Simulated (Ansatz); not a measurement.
Conformers of C3H5NO (SMILES COCC#N), B3LYP-D3(BJ)/def2-TZVP minima from an xTB search, which can miss the lowest.
Conformer 1 (charge 0, multiplicity 1, Z-matrix in Å and degrees):
```
O
C 1 1.4025
H 2 1.0904 1 107.15
H 2 1.0983 3 108.22 1 120.61
C 1 1.4214 2 113.71 3 174.03
H 5 1.0873 1 106.55 2 -177.49
H 5 1.0944 6 109.38 1 120.48
H 5 1.0962 6 109.41 7 119.53
C 2 1.4748 3 108.67 4 117.05
N 9 1.1494 4 150.03 2 177.78
```
Conformer 2 (charge 0, multiplicity 1):
```xyz
10

C     -1.49151     0.06984     0.24659
O     -0.23044     0.68829     0.06063
C      0.75343    -0.23107    -0.34374
C      2.02749     0.46546    -0.51791
N      3.04310     0.98157    -0.66396
H     -1.44578    -0.70094     1.02529
H     -2.18172     0.85140     0.55507
H     -1.85239    -0.38559    -0.68341
H      0.48696    -0.71233    -1.29520
H      0.89084    -1.02662     0.40197
```

Correlated levels freeze the cores. MP2 and its Hartree–Fock in cc-pVQZ are density fitted.

Run with Ansatz (a first-principles code). Values without a source in brackets are computed.

The energy of conformer 2 above conformer 1 is E(conformer 2) − E(conformer 1). Total energies (hartree):

| level | conformer 2 | conformer 1 |
|---|---|---|
| HF/cc-pVTZ | -245.8823685 | -245.8839186 |
| MP2/cc-pVTZ | -246.7985445 | -246.8011375 |
| HF/cc-pVQZ | -245.8995369 | -245.9009722 |
| MP2/cc-pVQZ | -246.8778346 | -246.8803309 |
| CCSD(T)/cc-pVTZ | -246.8637803 | -246.8662187 |

**Question.** Work out the energy of conformer 2 above conformer 1 at the basis-set limit: extrapolate the MP2 correlation part as X⁻³, take Hartree–Fock from the larger set, and add the CCSD(T) − MP2 difference of cc-pVTZ.

**Answer.** 
1. Differences (1 hartree = 627.509 kcal/mol): HF/cc-pVTZ 0.973; MP2/cc-pVTZ 1.627; HF/cc-pVQZ 0.901; MP2/cc-pVQZ 1.566; CCSD(T)/cc-pVTZ 1.530.
2. Correlation parts, MP2 less HF: 0.654 in cc-pVTZ (X = 3), 0.666 in cc-pVQZ (X = 4).
3. Limit (4³·(0.666) − 3³·(0.654))/(4³ − 3³) = 0.674; with HF/cc-pVQZ it gives 1.575.
4. CCSD(T) less MP2 in cc-pVTZ: -0.097.
Result: 1.48 kcal/mol, against 1.63 at MP2/cc-pVTZ. It is an estimate of this method's limit, not of the exact value.
